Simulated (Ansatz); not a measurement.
Computed with Ansatz.

A structure relaxed at PBE0-D4/def2-TZVP, charge 0, multiplicity 1:

Cartesian coordinates in Å:
```
C 0.897 -1.922 0.617
Al 0.282 -0.172 1.194
O -0.365 0.903 0.064
Si -0.912 1.732 -1.216
H 1.140 -1.947 -0.448
H 0.119 -2.674 0.790
H 1.777 -2.246 1.180
H 0.325 0.331 2.693
H -2.398 1.801 -1.184
H -0.498 1.077 -2.488
H -0.368 3.117 -1.202
```

Question: Give its formula and SMILES.

Answer: CH7AlOSi, `[CH3][AlH][O][SiH3]`.

Question: Summarise the bond lengths by kind.

Answer: 1 × Al–C 1.942 Å; 3 × C–H 1.093 to 1.096 Å; 1 × Al–O 1.688 Å; 1 × Al–H 1.582 Å; 1 × O–Si 1.621 Å; 3 × H–Si 1.488 to 1.489 Å.
